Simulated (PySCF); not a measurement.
**Partial charges of `CC#C[P@@](C)(=O)O`**

Compound: C4H7O2P.
Cartesian coordinates in Å at the GFN2-xTB level; atoms count from 1:
```
atom  x, y, z in Å
C1     2.8762   -1.0049   -0.4720
C2     1.5828   -0.3808   -0.3404
C3     0.4919    0.1169   -0.2425
P4    -1.0444    0.9742   -0.0315
C5    -2.1803   -0.2548    0.6900
O6    -0.9401    2.2673    0.6533
O7    -1.6092    1.1486   -1.5342
H8     3.6435   -0.3462   -0.0670
H9     2.8914   -1.9471    0.0745
H10    3.0905   -1.1987   -1.5223
H11   -1.8077   -0.5518    1.6664
H12   -2.2572   -1.1203    0.0403
H13   -3.1551    0.2141    0.8040
H14   -1.5830    2.0831   -1.7458
```

Density: PBE0/pcSseg-1 (PySCF); schemes: Mulliken, IAO, Hirshfeld and ESP-fitted. Geometry: GFN2-xTB, one conformer, isolated molecule. GFN2-xTB frequencies show an imaginary mode (35i cm⁻¹), so this geometry is no minimum at that level.

Give the atomic charges in each scheme.

In e; atoms taken as equivalent share a row and are averaged (×n: the atom named and its like, n in all):

```json
{"atom": "C1", "environment": "propargylic carbon", "Mulliken": "-0.170", "IAO": "-0.442", "Hirshfeld": "-0.088", "ESP-fitted": "-0.569"}
{"atom": "C2", "environment": "alkyne carbon", "Mulliken": "-0.257", "IAO": "+0.036", "Hirshfeld": "-0.004", "ESP-fitted": "+0.302"}
{"atom": "C3", "environment": "alkyne carbon", "Mulliken": "-0.322", "IAO": "-0.410", "Hirshfeld": "-0.142", "ESP-fitted": "-0.562"}
{"atom": "P4", "environment": "phosphoryl phosphorus", "Mulliken": "+1.151", "IAO": "+1.737", "Hirshfeld": "+0.483", "ESP-fitted": "+1.248"}
{"atom": "C5", "environment": "sp3 carbon bound to phosphorus", "Mulliken": "-0.524", "IAO": "-0.696", "Hirshfeld": "-0.160", "ESP-fitted": "-0.740"}
{"atom": "O6", "environment": "phosphoryl oxygen", "Mulliken": "-0.581", "IAO": "-0.903", "Hirshfeld": "-0.404", "ESP-fitted": "-0.687"}
{"atom": "O7", "environment": "hydroxyl oxygen", "Mulliken": "-0.502", "IAO": "-0.768", "Hirshfeld": "-0.247", "ESP-fitted": "-0.644"}
{"atom": "H8/H9/H10", "environment": "methyl hydrogen", "Mulliken": "+0.160", "IAO": "+0.181", "Hirshfeld": "+0.069", "ESP-fitted": "+0.198"}
{"atom": "H11/H12/H13", "environment": "methyl hydrogen", "Mulliken": "+0.158", "IAO": "+0.174", "Hirshfeld": "+0.058", "ESP-fitted": "+0.212"}
{"atom": "H14", "environment": "hydroxyl hydrogen", "Mulliken": "+0.251", "IAO": "+0.380", "Hirshfeld": "+0.183", "ESP-fitted": "+0.421"}
```

Mean size of the charges over all atoms: IAO 0.460 e, ESP-fitted 0.457 e, Mulliken 0.337 e, Hirshfeld 0.149 e. Each set sums to the total charge, 0, to within 0.001 e. The Hirshfeld scheme divides the density at each point in proportion to the densities of the neutral, spherically averaged free atoms. The Mulliken scheme counts on each atom the diagonal of the density matrix times the overlap matrix over that atom's basis functions.

Some averages cover members that differ in this geometry: H11/H12/H13, ESP-fitted +0.197 to +0.229 e.

Lowest charge. The schemes don't all agree: Mulliken O6 (-0.581); IAO O6 (-0.903); Hirshfeld O6 (-0.404); ESP-fitted C5 (-0.740).

Highest charge. All schemes agree: Mulliken P4 (+1.151); IAO P4 (+1.737); Hirshfeld P4 (+0.483); ESP-fitted P4 (+1.248).

How closely do the schemes follow one another over all atoms?

Correlation coefficient and root-mean-square difference: Mulliken with IAO 0.98, 0.229 e; IAO with Hirshfeld 0.97, 0.439 e; IAO with ESP-fitted 0.97, 0.173 e; Mulliken with Hirshfeld 0.96, 0.245 e; Hirshfeld with ESP-fitted 0.94, 0.362 e; Mulliken with ESP-fitted 0.93, 0.217 e.

Sum the charges by element, for elements with more than one atom.

```
element  atoms  Mulliken     IAO  Hirshfeld  ESP-fitted
      C      4    -1.273  -1.512     -0.393      -1.569
      O      2    -1.084  -1.671     -0.652      -1.331
      H      7    +1.206  +1.446     +0.562      +1.651
```

How many electrons does the Hirshfeld scheme count on C5?

Z − q = 6 − (-0.160) = 6.160.
